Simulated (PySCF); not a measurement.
**UHF on Ti⁺ (titanium, charge +1)**

Configuration: [Ar] 3d2 4s1, high-spin 4F determinant. All numbers are calculated (PySCF 2.14, scalar relativity by spin-free X2C-1e, in cc-pVDZ-DK).

```json
{
  "Total energy": "-852.540151 hartree",
  "One-electron energy": "-1162.7063 hartree",
  "Hartree (Coulomb) energy": "351.4509 hartree",
  "Exchange energy": "-41.2848 hartree",
  "⟨S²⟩": "3.7523",
  "⟨L²⟩": "12.033",
  "Sum of ⟨r⟩": "17.27 bohr",
  "Sum of ⟨r²⟩": "29.19 bohr²",
  "Langevin diamagnetic susceptibility": "-23.1 ×10⁻⁶ cm³/mol",
  "Time after the integrals": "0.13 s of wall time on 1 thread of Neoverse-V1 (shared host)"
}
```

| shell | electrons | mean orbital energy (hartree) | rms radius, mean of both spins (bohr) |
| --- | --- | --- | --- |
| 1s α | 1 | -184.67816 | 0.0804 |
| 1s β | 1 | -184.67467 | 0.0804 |
| 2s α | 1 | -21.94220 | 0.350 |
| 2s β | 1 | -21.90376 | 0.350 |
| 2p α | 3 | -18.11012 | 0.320 |
| 2p β | 3 | -18.07419 | 0.320 |
| 3s α | 1 | -3.24061 | 1.08 |
| 3s β | 1 | -3.10041 | 1.08 |
| 3p α | 3 | -2.14588 | 1.18 |
| 3p β | 3 | -1.98291 | 1.18 |
| 3d α | 2 | -0.70776 | 1.63 |
| 4s α | 1 | -0.47932 | 3.50 |

Densities and radii are taken from the X2C orbitals without a picture-change correction, which distorts them close to the nucleus.
